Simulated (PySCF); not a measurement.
Excitations are Tamm–Dancoff values on a coarser integration grid. The basis has no diffuse functions, so Rydberg states are missing or too high.

H2F2O2Sn, SMILES `[OH][Sn]([OH])([F])[F]` (H–O–Sn–F torsion -96°, F–Sn–O–H torsion 20°) (charge 0, multiplicity 1)

Level of theory: PBE-D3(BJ)/def2-TZVP // B3LYP-D3(BJ)/def2-TZVP run with PySCF.

The HOMO is -8.20 eV, the dipole moment is 0.49 D and the HOMO–LUMO gap is 4.57 eV. The LUMO is -3.63 eV. The S1 excitation (TDA) is 4.75 eV and the S1 oscillator strength is 0.007. The brightest of the four lowest singlets (TDA) is 5.85 eV and the T1 excitation (TDA) is 4.35 eV. The S1–T1 gap (TDA) is 0.40 eV, the total energy is -565.5602 Ha and the cost is around 4 core-minutes (rough).

```xyz
7

O     -1.6463    -0.7437    -0.3448
Sn     0.0110     0.1751     0.0540
O      1.5361    -0.9920    -0.1947
F      0.2754     1.7179    -1.0459
F     -0.1132     0.8463     1.8411
H     -2.3617    -0.4796     0.2471
H      2.2988    -0.5239    -0.5568
```
